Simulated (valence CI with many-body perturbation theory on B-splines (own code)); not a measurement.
**E1 transitions of Gd³²⁺**

Level of theory: relativistic CI+MBPT: four valence electrons over a frozen Dirac-Fock core [Ar] 3d10, a basis of 11 s, 11 p, 9 d, 7 f, 5 g, 2 h, 1 i functions for each j, with the one-electron correlation potential Σ1, the two-electron term Σ2, the three-electron term Σ3, Breit, model QED; selected CI, second order for the rest (own B-spline code, finite nucleus).

No measured spectrum was set against this ion. As an estimate, large intervals hold to a few tenths of a per cent, small ones and those within an open d or f shell to about a per cent.

Lines 201 to 226 of 226 in falling wavelength, among levels below 2539300 cm⁻¹, chosen from the strongest by gf and those to the six lowest levels. Wavelengths and rates use the calculated energies. Electric multipoles are in the length gauge, E1 and E2 with the static RPA response of the core. Weak lines are less certain than strong ones. Lines between different terms over intervals too small for the method are left out, as are lines whose strength nearly cancels. Where a level lies close to another of its J and parity, the split of strength between their lines is uncertain. The highest levels of a list are the least certain.

Levels are named by their leading jj configuration (3d3/2^4 stands for four electrons in 3d with j = 3/2), which in mixed levels can hold well under half, so a name can repeat and another be missing. Letters in brackets count levels of one name in rising energy.

| λ vac (Å) | Upper | Lower | A (s⁻¹) | log gf | Branch % |
| --- | --- | --- | --- | --- | --- |
| 70.19 | (4s^2 4p1/2 4d3/2) J=1 | (4s^2 4p1/2^2) J=0 | 4.35e+11 | -0.02 | 66.8 |
| 70.07 | (4s 4p3/2^3) J=1 | (4s^2 4p1/2 4p3/2) J=2 | 3.81e+10 | -1.07 | 8.3 |
| 68.85 | (4s 4p1/2 4p3/2 4d3/2) J=1 [d] | (4s 4p1/2^2 4p3/2) J=2 | 5.09e+09 | -1.96 | 0.9 |
| 68.82 | (4s 4p1/2 4p3/2 4d5/2) J=0 | (4s 4p1/2^2 4p3/2) J=1 | 1.37e+11 | -1.01 | 29.8 |
| 68.75 | (4s 4p3/2^3) J=1 | (4s^2 4p1/2 4p3/2) J=1 | 8.85e+10 | -0.73 | 19.2 |
| 68.70 | (4s^2 4p3/2 4d5/2) J=2 | (4s^2 4p1/2 4p3/2) J=2 | 7.57e+09 | -1.57 | 1.8 |
| 68.41 | (4s 4p1/2 4p3/2 4d5/2) J=3 [b] | (4s 4p1/2^2 4p3/2) J=2 | 7.92e+10 | -0.41 | 17.9 |
| 67.94 | (4s 4p1/2 4p3/2 4d3/2) J=2 [d] | (4s 4p1/2^2 4p3/2) J=2 | 7.71e+07 | -3.57 | 0.0 |
| 67.91 | (4s 4p1/2 4p3/2 4d5/2) J=3 [c] | (4s 4p1/2^2 4p3/2) J=2 | 8.38e+10 | -0.39 | 46.5 |
| 67.77 | (4s 4p1/2 4p3/2 4d5/2) J=2 [e] | (4s 4p1/2^2 4p3/2) J=1 | 7.12e+10 | -0.61 | 10.9 |
| 67.46 | (4s 4p1/2 4p3/2 4d3/2) J=1 [e] | (4s 4p1/2^2 4p3/2) J=1 | 1.33e+11 | -0.56 | 18.4 |
| 67.43 | (4s^2 4p3/2 4d5/2) J=2 | (4s^2 4p1/2 4p3/2) J=1 | 1.41e+10 | -1.32 | 3.3 |
| 67.02 | (4s^2 4p3/2 4d5/2) J=3 | (4s^2 4p1/2 4p3/2) J=2 | 4.58e+10 | -0.67 | 8.8 |
| 66.58 | (4s 4p1/2 4p3/2 4d5/2) J=1 [a] | (4s 4p1/2^2 4p3/2) J=2 | 3.49e+09 | -2.16 | 1.4 |
| 65.41 | (4s^2 4p3/2 4d5/2) J=1 | (4s^2 4p1/2 4p3/2) J=2 | 9.49e+07 | -3.74 | 0.0 |
| 65.36 | (4s 4p1/2 4p3/2 4d5/2) J=3 [d] | (4s 4p1/2^2 4p3/2) J=2 | 8.70e+09 | -1.41 | 2.3 |
| 64.88 | (4s 4p1/2 4p3/2 4d5/2) J=2 [c] | (4s 4p1/2^2 4p3/2) J=2 | 5.35e+08 | -2.77 | 0.1 |
| 64.86 | (4s 4p1/2 4p3/2 4d5/2) J=1 [b] | (4s 4p1/2^2 4p3/2) J=2 | 1.10e+08 | -3.68 | 0.0 |
| 64.54 | (4s 4p1/2 4p3/2 4d5/2) J=2 [d] | (4s 4p1/2^2 4p3/2) J=2 | 1.11e+09 | -2.46 | 0.3 |
| 64.26 | (4s^2 4p3/2 4d5/2) J=1 | (4s^2 4p1/2 4p3/2) J=1 | 1.40e+10 | -1.58 | 3.0 |
| 63.68 | (4s 4p1/2 4p3/2 4d5/2) J=2 [e] | (4s 4p1/2^2 4p3/2) J=2 | 2.43e+10 | -1.13 | 3.7 |
| 63.41 | (4s 4p1/2 4p3/2 4d3/2) J=1 [e] | (4s 4p1/2^2 4p3/2) J=2 | 9.46e+09 | -1.77 | 1.3 |
| 61.72 | (4s^2 4p1/2 4f5/2) J=3 | (4s 4p1/2^2 4p3/2) J=2 | 1.43e+08 | -3.24 | 0.0 |
| 59.23 | (4s^2 4p3/2 4d3/2) J=1 | (4s^2 4p1/2^2) J=0 | 2.60e+07 | -4.39 | 0.0 |
| 56.27 | (4s 4p3/2^3) J=1 | (4s^2 4p1/2^2) J=0 | 2.12e+08 | -3.52 | 0.0 |
| 53.22 | (4s^2 4p3/2 4d5/2) J=1 | (4s^2 4p1/2^2) J=0 | 1.88e+09 | -2.62 | 0.4 |
